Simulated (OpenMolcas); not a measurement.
**C+: effect of the active space**

```yaml
Program: OpenMolcas 26.06
Method: MS-CASPT2 or its RAS form, IPEA 0.25 Eh, imaginary shift 0.1 Eh
Basis: ANO-RCC-VQZP
Scalar_Hamiltonian: DKH2, point nucleus
Spin-orbit_coupling: state interaction with AMFI integrals over the reference wave functions, term energies averaged over their components
```

A. 3 electrons in 4 orbitals (2s 2p); 2S+1 = 4 odd, 1 root; 2S+1 = 2 odd, 11 roots; 2S+1 = 4 even, 3 roots; 2S+1 = 2 even, 9 roots; closed shells correlated: 1s; CASPT2 step about 3 core-seconds
B. 3 electrons in 8 orbitals (2s 2p 3s 3p); 2S+1 = 4 odd, 1 root; 2S+1 = 2 odd, 11 roots; 2S+1 = 4 even, 3 roots; 2S+1 = 2 even, 9 roots; closed shells correlated: 1s; CASPT2 step roughly 8 core-seconds
C. 3 electrons in 9 orbitals (RAS2 2s 2p; RAS3 3d, at most 2 electrons); 2S+1 = 4 odd, 1 root; 2S+1 = 2 odd, 11 roots; 2S+1 = 4 even, 3 roots; 2S+1 = 2 even, 9 roots; closed shells correlated: 1s; CASPT2 step of the order of 15 core-seconds

Energies in cm-1 above 2s2 2p 2P* 1/2, the measured ground level; measured values from NIST Handbook of Basic Atomic Spectroscopic Data.

```csv
Level,A,B,C,Measured
2s2 2p 2P* 1/2,0.0,0.0,0.0,0.0
2s2 2p 2P* 3/2,58.4,59.9,57.3,63.4
2s 2p2 4P 1/2,41660,42020,42420,43003
2s 2p2 4P 3/2,41680,42040,42440,43025
2s 2p2 4P 5/2,41710,42080,42480,43054
2s 2p2 2D 3/2,74690,74490,74750,74933
2s 2p2 2D 5/2,74690,74490,74750,74930
2s 2p2 2S 1/2,96740,96560,98440,96494
2s 2p2 2P 1/2,112400,111300,111070,110624
2s 2p2 2P 3/2,112440,111340,111110,110666
```

Deviations, from unrounded energies. A percentage is the sum of absolute deviations over the sum of measured energies, with the sign that they share, or ± where signs differ.

| Against measurement | Levels | A | B | C |
| --- | --- | --- | --- | --- |
| mean absolute deviation (cm-1) | 9 | 920 | 580 | 550 |
| fine structure of the ground term (%) | 1 | -8.0 | -5.5 | -9.6 |
| other configurations (%) | 8 | ±1.4 | ±0.9 | ±0.8 |

B, C lie about equally close to measurement and A furthest from it. The largest miss of C in the table is 2s 2p2 2S 1/2, by +1900 cm-1. The ranking rests on the paired levels alone, and a cruder setting can come out closer through cancelling errors.

Among A to C the level of the table that moves most is 2s 2p2 2S 1/2, by 1900 cm-1 (lowest in B, highest in C). Moves below CASPT2's spread within the term are not significant.

CASPT2 does not keep the components of a term degenerate, so their means are used; among the terms shown or strongly mixed into the levels shown the widest spread is 14 cm-1 (2s 2p2 2D, C). The run also gave levels led by 2s2 3p, which use shells meant for correlation; these and all levels above them are left out (holds for B). Active for correlation alone: 3d; no level in the range computed is led by a configuration that fills it, so any true level of that kind is missing (holds for C). Computed and measured levels are paired by configuration, term and J; levels that our copy of the source lacks, or whose pairing is in doubt (as where it misses far off the trend of its configuration), stay unpaired and out of the deviations. Only configurations of the active space appear. The table leaves out levels that lie high or whose names do not pair safely across all columns.

* marks odd parity.
